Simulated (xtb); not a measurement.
xtb input (GFN2-xTB):

```bash
xtb mol.xyz --gfn 2 --ohess tight --chrg 1 --uhf 0
```
mol.xyz:
```
12

C     -0.93004404    -0.84504968     0.11017286
C     -1.09600050     0.59080240    -0.17246157
C      0.18122066     0.15979287     0.52881759
N      1.40486906     0.07434608    -0.23680115
H     -0.74239987    -1.48343926    -0.66239621
H     -1.52072756    -1.21324029     0.92931741
H     -1.74822680     1.16482966     0.43544363
H     -0.98251044     0.88492249    -1.22436045
H      0.24272040     0.40556454     1.53446682
H      1.89474922     0.99548011    -0.17815016
H      2.07505751    -0.58156005     0.16880643
H      1.16330688    -0.11551098    -1.17401515
```

Output:

```
           -------------------------------------------------
          |                Calculation Setup                |
           -------------------------------------------------

           -------------------------------------------------
          |                 G F N 2 - x T B                 |
           -------------------------------------------------

        Reference                      10.1021/acs.jctc.8b01176
      * Hamiltonian:
        H0-scaling (s, p, d)           1.850000    2.230000    2.230000
        zeta-weighting                 0.500000
      * Dispersion:
        s8                             2.700000
        a1                             0.520000
        a2                             5.000000
        s9                             5.000000
      * Repulsion:
        kExp                           1.500000    1.000000
        rExp                           1.000000
      * Coulomb:
        alpha                          2.000000
        third order                    shell-resolved
        anisotropic                    true
        a3                             3.000000
        a5                             4.000000
        cn-shift                       1.200000
        cn-exp                         4.000000
        max-rad                        5.000000

          ...................................................
          :                      SETUP                      :
          :.................................................:
          :  # basis functions                  24          :
          :  # atomic orbitals                  24          :
          :  # shells                           16          :
          :  # electrons                        24          :
          :  max. iterations                   250          :
          :  Hamiltonian                  GFN2-xTB          :
          :  restarted?                      false          :
          :  GBSA solvation                  false          :
          :  PC potential                    false          :
          :  electronic temp.          300.0000000     K    :
          :  accuracy                    1.0000000          :
          :  -> integral cutoff          0.2500000E+02      :
          :  -> integral neglect         0.1000000E-07      :
          :  -> SCF convergence          0.1000000E-05 Eh   :
          :  -> wf. convergence          0.1000000E-03 e    :
          :  Broyden damping             0.4000000          :
          :  net charge                          1          :
          :  unpaired electrons                  0          :
          ...................................................

 iter      E             dE          RMSdq      gap      omega  full diag
   1    -13.0563603 -0.130564E+02  0.392E+00    8.91       0.0  T
   2    -13.1581637 -0.101803E+00  0.205E+00    9.41       1.0  T
   3    -13.1605514 -0.238765E-02  0.122E+00    9.35       1.0  T
   4    -13.1605256  0.258226E-04  0.414E-01    9.37       1.0  T
   5    -13.1611070 -0.581443E-03  0.993E-02    9.34       1.0  T
   6    -13.1611115 -0.449544E-05  0.320E-02    9.34       1.0  T
[...]
     3   6 C        9   1 H                                       1.0805083
     4   7 N       10   1 H                                       1.0296302
     4   7 N       11   1 H                                       1.0296247 (min)
     4   7 N       12   1 H                                       1.0298988

 * 4 distinct bonds (by element types)

   Z      Z             #   av. dist./Å        max./Å        min./Å
   1 H    6 C           5     1.0789816     1.0805083     1.0779356
   6 C    6 C           3     1.4966144     1.4988564     1.4954868
   1 H    7 N           3     1.0297179     1.0298988     1.0296247
   6 C    7 N           1     1.4850645     1.4850645     1.4850645

           -------------------------------------------------
          |               Frequency Printout                |
           -------------------------------------------------
 projected vibrational frequencies (cm⁻¹)
eigval :       -0.00    -0.00    -0.00     0.00     0.00     0.00
eigval :      167.48   344.19   368.19   774.66   828.30   839.36
eigval :      889.82   925.06  1022.72  1050.53  1082.37  1088.17
eigval :     1094.83  1131.18  1134.12  1230.71  1348.94  1373.92
eigval :     1417.38  1430.07  1430.23  1473.25  3098.34  3102.66
eigval :     3107.59  3126.55  3137.48  3216.48  3221.25  3231.39
 reduced masses (amu)
   1:  8.35   2: 10.81   3:  9.58   4:  9.81   5: 10.03   6: 10.58   7:  1.57   8:  7.45
   9:  8.20  10:  2.54  11:  7.65  12:  1.88  13:  3.22  14:  6.45  15:  8.21  16:  2.07
  17:  5.57  18:  4.00  19:  7.15  20:  6.78  21:  3.99  22:  3.24  23:  5.53  24:  4.00
  25:  1.80  26:  1.66  27:  1.87  28:  5.93  29:  1.83  30:  1.72  31:  1.61  32:  1.85
  33:  2.03  34:  2.06  35:  2.05  36:  1.25
 IR intensities (km·mol⁻¹)
   1:  1.78   2: 31.21   3:  6.57   4:  0.16   5: 10.38   6: 31.99   7:  0.00   8: 10.69
   9: 13.72  10:  2.16  11: 14.51  12: 19.04  13: 38.31  14:  9.96  15:  4.20  16: 17.67
Molecule has the following symmetry elements: (sigma)
It seems to be the Cs point group
  17: 17.74  18: 19.07  19:  5.55  20: 14.99  21:  1.25  22: 10.90  23: 30.26  24:191.52
  25: 84.02  26: 71.40  27: 16.22  28:  8.01  29:  0.56  30:  4.06  31:  5.42  32:  0.01
  33:  0.90  34: 85.93  35: 82.82  36: 27.27
 Raman intensities (Ä⁴*amu⁻¹)
   1:  0.00   2:  0.00   3:  0.00   4:  0.00   5:  0.00   6:  0.00   7:  0.00   8:  0.00
   9:  0.00  10:  0.00  11:  0.00  12:  0.00  13:  0.00  14:  0.00  15:  0.00  16:  0.00
  17:  0.00  18:  0.00  19:  0.00  20:  0.00  21:  0.00  22:  0.00  23:  0.00  24:  0.00
  25:  0.00  26:  0.00  27:  0.00  28:  0.00  29:  0.00  30:  0.00  31:  0.00  32:  0.00
  33:  0.00  34:  0.00  35:  0.00  36:  0.00
 output can be read by thermo (or use thermo option).
 writing <g98.out> molden fake output.
 recommended (thermochemical) frequency scaling factor: 1.0
           -------------------------------------------------
          |             Thermodynamic Functions             |
           -------------------------------------------------

cs  symmetry found (for desy threshold:  0.10E+00) used in thermo

          ...................................................
          :                      SETUP                      :
          :.................................................:
          :  # frequencies                          30      :
          :  # imaginary freq.                       0      :
          :  linear?                             false      :
          :  only rotor calc.                    false      :
          :  symmetry                               cs      :
          :  rotational number                       1      :
          :  scaling factor                  1.0000000      :
          :  rotor cutoff                   50.0000000 cm⁻¹ :
          :  imag. cutoff                  -20.0000000 cm⁻¹ :
          :.................................................:

    mode    ω/cm⁻¹     T·S(HO)/kcal·mol⁻¹    T·S(FR)/kcal·mol⁻¹   T·S(vib)
   ------------------------------------------------------------------------
       1    167.48    -0.73451 ( 99.21%)    -0.69800 (  0.79%)    -0.73422
   ------------------------------------------------------------------------

   temp. (K)  partition function   enthalpy   heat capacity  entropy
                                   cal/mol     cal/K/mol   cal/K/mol   J/K/mol
 298.15  VIB   3.06                 1190.087     10.723      6.214
         ROT  0.371E+05              888.752      2.981     23.891
         INT  0.114E+06             2078.839     13.704     30.105
         TR   0.428E+27             1481.254      4.968     38.082
         TOT                        3560.0928    18.6719    68.1869   285.2938

       T/K    H(0)-H(T)+PV         H(T)/Eh          T*S/Eh         G(T)/Eh
   ------------------------------------------------------------------------
    298.15    0.567337E-02    0.114313E+00    0.323978E-01    0.819151E-01
   ------------------------------------------------------------------------

         :::::::::::::::::::::::::::::::::::::::::::::::::::::
         ::                  THERMODYNAMIC                  ::
         :::::::::::::::::::::::::::::::::::::::::::::::::::::
         :: total free energy         -12.869828589420 Eh   ::
         ::.................................................::
         :: total energy              -12.951743670947 Eh   ::
         :: zero point energy           0.108639489303 Eh   ::
         :: G(RRHO) w/o ZPVE           -0.026724407776 Eh   ::
         :: G(RRHO) contrib.            0.081915081527 Eh   ::
         :::::::::::::::::::::::::::::::::::::::::::::::::::::

optimized geometry written to: xtbopt.xyz

           -------------------------------------------------
          | TOTAL ENERGY              -12.951743670947 Eh   |
          | TOTAL ENTHALPY            -12.837430812600 Eh   |
          | TOTAL FREE ENERGY         -12.869828589420 Eh   |
          | GRADIENT NORM               0.000093311038 Eh/α |
          | HOMO-LUMO GAP               9.459446980025 eV   |
           -------------------------------------------------
Note: The following floating-point exceptions are signalling: IEEE_UNDERFLOW_FLAG IEEE_DENORMAL
normal termination of xtb

------------------------------------------------------------------------
------------------------------------------------------------------------
 total:
 SCF:
 ANC optimizer:
 analytical hessian:
```

It need not be the lowest isomer of its formula.
